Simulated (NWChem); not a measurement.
System: SnN2H5Cl; SMILES [NH2][SnH]([NH2])[Cl]

Excerpt of the output:

```
             Northwest Computational Chemistry Package (NWChem) 7.3.0
             --------------------------------------------------------

 C1  symmetry detected

                             Geometry "geometry" -> ""
                             -------------------------

 Output coordinates in angstroms (scale by  1.889725989 to convert to a.u.)

  No.       Tag          Charge          X              Y              Z
 ---- ---------------- ---------- -------------- -------------- --------------
    1 Sn                  50.0000     0.00098845    -0.28792835     0.26504154
    2 N                    7.0000    -1.57146392    -1.26481586    -0.63016165
    3 N                    7.0000     1.70110175    -1.10253123    -0.55332733
    4 Cl                  17.0000    -0.03847254     2.07404228    -0.18644069
    5 H                    1.0000    -0.04776586    -0.49095145     1.97545234
    6 H                    1.0000    -2.43197941    -1.14198590    -0.07781466
    7 H                    1.0000    -1.76866239    -0.85810912    -1.55569779
    8 H                    1.0000     1.49847058    -1.40413472    -1.51764126
    9 H                    1.0000     2.44708286    -0.39569056    -0.62246130

 Effective nuclear repulsion energy (a.u.)     500.1647159781

                                 NWChem DFT Module
                                 -----------------

 Summary of "ao basis" -> "ao basis" (spherical)
 ------------------------------------------------------------------------------
       Tag                 Description            Shells   Functions and Types
 ---------------- ------------------------------  ------  ---------------------
 Sn                         def2-svp                10       26   4s4p2d
 N                          def2-svp                 6       14   3s2p1d
 Cl                         def2-svp                 8       18   4s3p1d
 H                          def2-svp                 3        5   2s1p

            General Information
            -------------------
          SCF calculation type: DFT
          Wavefunction type:  closed shell.
          No. of atoms     :     9
          No. of electrons :    58
           Alpha electrons :    29
            Beta electrons :    29
          Charge           :     0
          Spin multiplicity:     1
          Use of symmetry is: off; symmetry adaption is: off
          Maximum number of iterations: 150
          AO basis - number of functions:    97
                     number of shells:    45
          Convergence on energy requested:  1.00D-06
          Convergence on density requested:  1.00D-05
          Convergence on gradient requested:  5.00D-04

              XC Information
              --------------
                         SCAN Method XC Functional
                  SCAN metaGGA Exchange Functional  1.000
                        SCAN Correlation Potential  1.000

             Grid Information
             ----------------
          Grid used for XC integration:  xcoarse
          Radial quadrature: Mura-Knowles
          Angular quadrature: Lebedev.
          Tag              B.-S. Rad. Rad. Pts. Rad. Cut. Ang. Pts.
          ---              ---------- --------- --------- ---------
          Sn                  1.45       84           8.0       194
          N                   0.65       21          10.0       194
          Cl                  1.00       42          10.0       194
          H                   0.35       21          11.0       194
          Grid pruning is: on
          Number of quadrature shells:   273
          Spatial weights used:  Erf1

      Superposition of Atomic Density Guess
      -------------------------------------

 Sum of atomic energies:        -819.40402043

      Non-variational initial energy
      ------------------------------

 Total energy =    -784.616510
 1-e energy   =   -1685.062471
 2-e energy   =     637.338407
 HOMO         =      -0.347874
 LUMO         =      -0.015189

     ---------------------------------------------
      Total Density - Mulliken Population Analysis
     ---------------------------------------------

    Atom       Charge   Shell Charges
 -----------   ------   -------------------------------------------------------
    1 Sn  22    20.60   1.60  0.42  0.86  0.22  3.26  2.74  0.89  0.45  9.77  0.40
    2 N    7     7.86   1.99  1.05  0.52  2.50  1.79  0.01
    3 N    7     7.86   1.99  1.06  0.52  2.50  1.79  0.01
    4 Cl  17    17.56   2.00  1.99  1.23  0.73  5.94  2.18  3.48  0.01
    5 H    1     1.06   0.62  0.44  0.01
    6 H    1     0.76   0.59  0.13  0.04
    7 H    1     0.76   0.59  0.13  0.04
    8 H    1     0.76   0.59  0.13  0.04
    9 H    1     0.76   0.59  0.13  0.04

[...]

                         DFT ENERGY GRADIENTS

    atom               coordinates                        gradient
                 x          y          z           x          y          z
   1 Sn      0.001868  -0.544106   0.500856   -0.000448  -0.003546   0.017564
   2 N      -2.969636  -2.390155  -1.190833    0.003326  -0.002600   0.000900
   3 N       3.214616  -2.083482  -1.045637   -0.000907  -0.002139   0.003339
   4 Cl     -0.072703   3.919372  -0.352322   -0.000067   0.003648  -0.000647
   5 H      -0.090264  -0.927764   3.733064    0.000004   0.001091  -0.016616
   6 H      -4.595775  -2.158040  -0.147048   -0.003493   0.000617   0.002321
   7 H      -3.342287  -1.621591  -2.939843   -0.000357   0.001244  -0.003168
   8 H       2.831699  -2.653430  -2.867926   -0.000840  -0.000852  -0.003384
   9 H       4.624316  -0.747747  -1.176281    0.002781   0.002537  -0.000308
```

Level: SCAN/def2-SVP with def2 effective core potentials on Sn. Structure relaxed at the PBE-D3(BJ)/def2-SVP level. def2 effective core potentials on Sn; no spin-orbit coupling.

Task: Which NWChem input produces such a log?

Result: This is not unique; one that fits is the input that was run:
```
start job
memory heap 200 mb stack 900 mb global 1100 mb
geometry units angstroms noautoz
  Sn     0.040047    -0.419151     0.342071
  N     -1.658616    -1.260257    -0.455042
  N      1.605128    -1.187566    -0.745932
  Cl     0.035353     1.976851     0.133622
  H      0.179068    -0.794707     2.017998
  H     -2.445581    -1.173321     0.203585
  H     -1.945023    -0.756313    -1.306468
  H      1.283149    -1.383905    -1.704945
  H      2.363592    -0.496005    -0.831762
end
basis spherical
  * library def2-svp
end
ecp
  Sn library def2-ecp
end
dft
  xc scan
  grid xcoarse
  iterations 150
  mulliken
end
task dft gradient
```
